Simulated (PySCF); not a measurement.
PySCF 2.14 output of a UHF calculation on a single atom or ion in def2-TZVP with the def2 core potential (28 electrons) (6s4p3d1f, 40 functions), with a scalar-relativistic core potential:

```
SCF conv_tol = 1e-09
number electrons alpha = 6  beta = 4
cycle= 1 E= -54.7351746145016  delta_E= -0.00572  |g|= 0.0217  |ddm|= 0.0497
cycle= 2 E= -54.7353538025491  delta_E= -0.000179  |g|= 0.00394  |ddm|= 0.00891
cycle= 3 E= -54.7353602340536  delta_E= -6.43e-06  |g|= 0.000165  |ddm|= 0.00214
cycle= 4 E= -54.7353602584845  delta_E= -2.44e-08  |g|= 1.51e-05  |ddm|= 0.000253
cycle= 5 E= -54.7353602586198  delta_E= -1.35e-10  |g|= 1.87e-06  |ddm|= 2.37e-05
converged SCF energy = -54.7353602586198  <S^2> = 2.0034219  2S+1 = 3.0022804
```

The run itself started from symmetry-adapted Hartree-Fock orbitals and held the occupation by maximum overlap, so the iterations belong to that start.

Question: Which element, charge and spin multiplicity is this?

Answer: Nb³⁺ (niobium, charge +3), multiplicity 3; the state was [Kr] 4d2, high-spin 3F determinant.

Energies and moments cover only the electrons outside the core potential.
